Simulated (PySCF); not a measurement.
## Shifts of the heteroatoms

Structure with atom numbers: `[CH3:1][C:2]([SiH3:3])=[C:4]=[P:5][CH2:6][C:7]([F:8])([F:9])[F:10]` (H(Xn): hydrogen on atom n).

Method: shielding tensors at CAM-B3LYP/pcSseg-1 (GIAO), PBE0-D3(BJ)/def2-SVP structure, in PySCF 2.14.0 with density-fitted response routines (one computed conformer, no relativistic terms, no solvent, one averaged value for each set of equivalent atoms).

Q: Predict the ¹⁹F NMR data.

A: 
| atoms | environment | σ (ppm) | δ (ppm) |
| --- | --- | --- | --- |
| F8/F9/F10 | fluorine of a CF3 group | 253.4 | -70.2 |

Shieldings were converted by a linear fit to measured shifts: ¹⁹F: δ = 117.23 − 0.777σ +9.6 on sp3 carbon (rms 6.5 ppm, 15 shifts vs CFCl3, solution or neat liquid). A few per cent of atoms miss by over 2 rms, more outside the fitted compound classes.

On a 300 MHz spectrometer ¹⁹F resonates near 282.3 MHz, so 1 ppm is 282.3 Hz.
